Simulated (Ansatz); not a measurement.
Isolated molecules relaxed with PBE0-D4/def2-TZVP in Ansatz; ΔE leaves out vibrations. CCSD(T)/CBS adds triple-zeta CCSD(T) − MP2 to the extrapolated MP2 energy (def2 sets, frozen cores). This one scheme is used for every species. Functionals use def2-TZVPP. B3LYP here is the variant with VWN-RPA as its local correlation; programs differ in this. One conformer a species, not always the lowest.

`CNB(F)[SiH3]` + `C[SiH3]` → `FB([SiH3])C[SiH3]` + CH₃NH₂  (formal exchange of groups at a B–N bond)

Task: Is it downhill or uphill in electronic energy at CCSD(T)/CBS, and by how much? (Best estimate.)

Result: Ansatz gave: Uphill: ΔE = +122.0 kJ/mol.

Task: What do these levels give: PBE-D4, PBE0-D4, B3LYP-D4, ωB97X-V, ωB97M-V, PBE, B3LYP, MP2/def2-TZVPP, SCS-MP2/def2-TZVPP, HF/CBS(def2), MP2/CBS(def2), CCSD/CBS(def2)? (Estimate.)

Result: The calculation gave: PBE-D4 122.2, PBE0-D4 122.3, B3LYP-D4 126.6, ωB97X-V 122.8, ωB97M-V 123.8, PBE 123.8, B3LYP 129.2, MP2/def2-TZVPP 124.3, SCS-MP2/def2-TZVPP 124.8, HF/CBS(def2) 126.4, MP2/CBS(def2) 123.0, CCSD/CBS(def2) 122.2 kJ/mol.

Largest T1 diagnostic among the species: 0.013.
